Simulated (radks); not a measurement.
Task: Radial electron density D(r) = 4 pi r^2 rho(r) of an atom or ion with 41 electrons. Method: Dirac Kohn-Sham, PBE, spin-unpolarised, spherical densities, finite nucleus; Fermi nuclear charge, rms radius of each element as measured or else 0.836 A^(1/3) + 0.57 fm; computed with a radial shooting solver on a logarithmic mesh with Libxc functionals.

```
   r/bohr * D(r) (the largest magnitude, 68.1, reaches the edge; | marks zero)
 0.004936 |           *
 0.006428 |                *
  0.00837 |                      *
  0.01099 |                              *
  0.01431 |                                     *
  0.01863 |                                           *
  0.02426 |                                             *
  0.03158 |                                          *
  0.04146 |                                      *
  0.05398 |                                       *
  0.07029 |                                              *
  0.09153 |                                                      *
   0.1201 |                                                     *
   0.1564 |                                          *
   0.2037 |                                   *
   0.2652 |                                        *
   0.3482 |                                          *
   0.4533 |                             *
   0.5903 |              *
   0.7686 |          *
    1.009 |          *
    1.314 |       *
    1.711 |   *
    2.228 |*
    2.924 *
    3.807 *
    4.957 *
```

What is the nuclear charge?

Result: Z = 44. The innermost maximum, from 1s, lies near gamma/Z bohr with gamma = sqrt(1 - (Z/c)^2) = 0.947, here 0.0215 bohr (found: 0.0235), and its height grows with Z. The density is that of the ruthenium ion Ru3+ in [Kr] 4d5; the configuration itself is not fixed sharply by these data, and Z only to a few units. D(r) has 4 maxima, at r = 0.0235, 0.104, 0.319, 0.939 bohr, and minima at 0.0471, 0.205, 0.750 bohr, inside which lie 2.05, 11.10, 29.13 electrons.
